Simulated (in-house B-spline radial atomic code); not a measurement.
# Ionising Cs⁶⁺ with different functionals

Computed with a B-spline radial code for spherical atoms: four-component Dirac-Coulomb Hamiltonian, Fermi nucleus of rms radius 4.8041 fm, spin-restricted, spherical fractional occupations for the functionals, and exact exchange of hybrids averaged over the configuration. The ionisation energy is the difference of two self-consistent energies, [Kr] 4d10 5s2 5p1 → [Kr] 4d10 5s2, without Breit or QED terms; ε is the level of the shell that loses the electron (mean over j). The electron is taken from both j subshells in proportion to 2j + 1, so the result is a j average, not the step between ground levels.

```
   method                    rung  ΔSCF (eV)  -ε(5p) (eV)
     PBE0           global hybrid      81.43        76.80
    HSE06  range-separated hybrid          ?            ?
CAM-B3LYP  range-separated hybrid      81.81        78.57
  LC-wPBE  range-separated hybrid          ?            ?
```

(1) What does LC-wPBE give?

(2) What does HSE06 give?

(3) Among the functionals, which spreads more, the ΔSCF values or the orbital energies?

(4) How do they compare with the NIST value?

Answers

(1) ΔSCF 81.58 eV, and -ε(5p) = 79.91 eV.

(2) ΔSCF 81.52 eV, and -ε(5p) = 76.46 eV.

(3) The orbital energies: ΔSCF values span about 0.37 eV and the orbital energies 3.45 eV; here energy differences depend much less on the functional than eigenvalues do.

(4) NIST lists 83 eV ± 2 (tabulated theory, ground level to ground level). Errors run from -1.47 to -1.09 eV; all lie within about twice that uncertainty, so the table can't rank the methods.
